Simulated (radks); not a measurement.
Sc15+, configuration [He] 2s2 2p2.

Calculated with a radial shooting solver on a logarithmic mesh with Libxc functionals: Dirac Kohn-Sham, PBE, spin-unpolarised, spherical densities, finite nucleus; open shells fill j = l - 1/2 first; Fermi nuclear charge, rms radius 3.5459 fm.

Energy parts (eV):
| part | energy |
|---|---|
| total | -16309.064 |
| kinetic | 16503.411 |
| electron-nucleus | -34529.945 |
| Hartree | 2304.591 |
| exchange-correlation | -587.122 |

Orbitals (lengths in bohr, moments of r in powers of bohr; r(90%) holds 90 % of the orbital's charge):
orbital  occ.  eigenvalue (eV)  r(90%)      <r>  small-component weight
1s1/2       2        -5094.342   0.130  0.07271                5.68e-03
2s1/2       2        -1024.577   0.484   0.3154                1.16e-03
2p1/2       2        -966.0870   0.441   0.2726                1.14e-03
2p3/2       0        -960.1446   0.444   0.2747                1.13e-03
3s1/2       0        -410.1276    1.10   0.7584                4.46e-04
3p1/2       0        -391.8759    1.08   0.7294                4.33e-04
3p3/2       0        -390.3539    1.08   0.7325                4.31e-04

The highest occupied level is 2p1/2 at -966.09 eV. Summed over all electrons, <r^2> = 0.4279 bohr^2, which gives a Langevin (diamagnetic) susceptibility term of -0.339 x 10^-6 cm^3/mol.
